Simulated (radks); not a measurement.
Q: All-electron atom: Ni I in [Ar] 3d8 4s2. Method: Dirac Kohn-Sham, PBE, spin-unpolarised, spherical densities, finite nucleus; open shells fill j = l - 1/2 first; Fermi nuclear charge, rms radius 3.7757 fm; computed with a radial shooting solver on a logarithmic mesh with Libxc functionals. Some entries of the table are withheld. Estimate them.

orbital,occ.,eigenvalue (eV),<r> (bohr)
1s1/2,2,-8210.084,0.05409
2s1/2,2,-981.4474,(1)
2p1/2,2,-856.0458,(2)
2p3/2,4,-838.5630,(3)
3s1/2,2,(4),(5)
3p1/2,2,-72.8296,(6)
3p3/2,4,-70.6219,(7)
3d3/2,4,-8.9989,1.007
3d5/2,4,-8.7598,1.015
4s1/2,2,-5.6411,2.808

A: 
(1) 2s1/2 <r> (bohr): 0.2447
(2) 2p1/2 <r> (bohr): 0.2131
(3) 2p3/2 <r> (bohr): 0.2163
(4) 3s1/2 eigenvalue (eV): -111.0053
(5) 3s1/2 <r> (bohr): 0.7399
(6) 3p1/2 <r> (bohr): 0.7717
(7) 3p3/2 <r> (bohr): 0.7819
